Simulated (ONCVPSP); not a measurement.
**Varying the ONCV potential for V**

Base potential:

ONCVPSP 4.0.1 input, shortened (lines: element, Z, core and valence counts, functional; n l f; lmax; l rc ep ncon nbas qcut; lloc lpopt rc5 dvloc0; l nproj debl; icmod fcfact rcfact), revPBE, scalar-relativistic:

```
  V 23.00    3    4  -102130      upf
    1    0    2.00
    2    0    2.00
    2    1    6.00
    3    0    2.00
    3    1    6.00
    3    2    3.00
    4    0    1.50
    2
    0    1.60    0.00    4    8    5.70
    1    1.55    0.00    3    7    9.90
    2    2.00    0.00    4    8    8.20
    4    5    1.40    0.00
    0    2    2.50
    1    2    1.90
    2    3    2.30
    3    4.00    1.15
```

All-electron outer shells of the reference configuration (revPBE, scalar-relativistic, ld1.x):

```csv
shell,level (eV),outermost node (bohr),outermost maximum (bohr)
2p,-506.68,–,0.21
3s,-73.90,0.38,0.82
3p,-47.66,0.35,0.84
3d,-8.67,–,0.90
4s,-7.63,1.17,2.69
```

Cutoffs, loose and tight: the cutoffs (Ha) at which the residual kinetic energy of the hardest occupied pseudo-wave falls to 1 and 0.1 mHa per electron. They do not see the model core or the augmentation charge, which bear on the density cutoff. Test errors are all-electron minus pseudo excitation energies from the reference, over the configurations 3s2 3p6 3d3 4s2; 3s2 3p6 3d3 4s1; 3s2 3p6 3d3 4s0; 3s2 3p6 3d2 4s2. A dash means not determined; rows that change the core or the reference have their own tests.

```
     change    outcome  cutoff, loose  cutoff, tight  bound ghosts  GHOST(+) flags above zero  largest test error (meV)
       base  generated          25 Ha          29 Ha          none                       none                      +108
s: qcut 5.8  generated          25 Ha          29 Ha          none                       none                      +108
s: qcut 6.5  generated          25 Ha          29 Ha          none                       none                      +108
s: qcut 7.3  generated          25 Ha          29 Ha          none                       none                      +108
s: qcut 8.1  generated          25 Ha          29 Ha          none                       none                      +109
```

Q: What comes out with this change to the base: s: qcut 4.6?

A: outcome: generated; cutoff, loose: 25 Ha; cutoff, tight: 38 Ha; bound ghosts: none; GHOST(+) flags above zero: none; largest test error (meV): +108.

Q: What comes out with this change to the base: s: qcut 3.8?

A: outcome: generated; cutoff, loose: 25 Ha; cutoff, tight: 32 Ha; bound ghosts: none; GHOST(+) flags above zero: none; largest test error (meV): +108.

Reading the sweep of the qcut of the s channel (base included, trends over the rows without a ghost): The loose cutoff stays near 25 Ha. The median size of the test errors (rows with all tests solved) stays near 0.9 meV.
